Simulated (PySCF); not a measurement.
First SCF of a structure search on doublet WO₂F, at a hand-made trigonal pyramidal geometry. PySCF input:

```python
from pyscf import gto, scf, dft
mol = gto.M(atom='''
W      0.000000     0.000000     0.000000
O     -0.781400     1.353400     0.831000
O     -0.781400    -1.353400     0.831000
F      1.774700     0.000000     0.943600''',
    basis={'W': 'def2-TZVP', 'O': 'def2-TZVP', 'F': 'def2-TZVP'},
    ecp={'W': 'def2-TZVP'},
    charge=0, spin=1)
mf = dft.UKS(mol, xc='PBE0')
mf.grids.atom_grid = (50, 194)
aux = {'W': 'def2-universal-JKFIT', 'O': 'def2-universal-JKFIT', 'F': 'def2-universal-JKFIT'}
mf = mf.density_fit(auxbasis=aux)
mf.conv_tol = 1e-08
mf.diis_space = 10
mf.max_cycle = 60
mf.init_guess = 'minao'
mf.verbose = 4
mf.kernel()
```

Excerpt of the output (cycles alone):

```
init E= -297.038993580777
cycle= 1 E= -316.433029424608  delta_E= -19.4  |g|= 1.43  |ddm|= 5.88
cycle= 2 E= -302.278076572786  delta_E= 14.2  |g|= 5.01  |ddm|= 4.54
cycle= 3 E= -317.089147831548  delta_E= -14.8  |g|= 0.774  |ddm|= 4.02
cycle= 4 E= -317.12618966346  delta_E= -0.037  |g|= 0.723  |ddm|= 0.685
cycle= 5 E= -317.297826923815  delta_E= -0.172  |g|= 0.0827  |ddm|= 0.294
cycle= 6 E= -317.300421435825  delta_E= -0.00259  |g|= 0.0393  |ddm|= 0.0481
cycle= 7 E= -317.301002631773  delta_E= -0.000581  |g|= 0.00889  |ddm|= 0.0254
cycle= 8 E= -317.301057704679  delta_E= -5.51e-05  |g|= 0.0022  |ddm|= 0.0144
cycle= 9 E= -317.30106805343  delta_E= -1.03e-05  |g|= 0.00126  |ddm|= 0.00767
cycle= 10 E= -317.301072316702  delta_E= -4.26e-06  |g|= 0.000946  |ddm|= 0.00548
cycle= 11 E= -317.301074058711  delta_E= -1.74e-06  |g|= 0.000221  |ddm|= 0.0044
cycle= 12 E= -317.301074171239  delta_E= -1.13e-07  |g|= 0.000108  |ddm|= 0.000979
cycle= 13 E= -317.301074195462  delta_E= -2.42e-08  |g|= 4.62e-05  |ddm|= 0.000266
cycle= 14 E= -317.301074205425  delta_E= -9.96e-09  |g|= 1.64e-05  |ddm|= 0.000273
Extra cycle  E= -317.301074206598  delta_E= -1.17e-09  |g|= 1.57e-05  |ddm|= 7.16e-05
converged SCF energy = -317.301074206598  <S^2> = 0.75728927  2S+1 = 2.007276
```

No lower solution of this spin was found from smeared starts or by a stability analysis within the unrestricted form.

Other spin states or occupations of the open shell can lie lower. With an element this heavy the missing spin–orbit coupling can shift these numbers.

The search for the lowest solution, 3 starts and the stability check together, took 7 s on 4 threads of a shared AMD EPYC 9R45 96-Core (Zen 5) host, with 133 basis functions; the process peaked at 0.55 GiB.
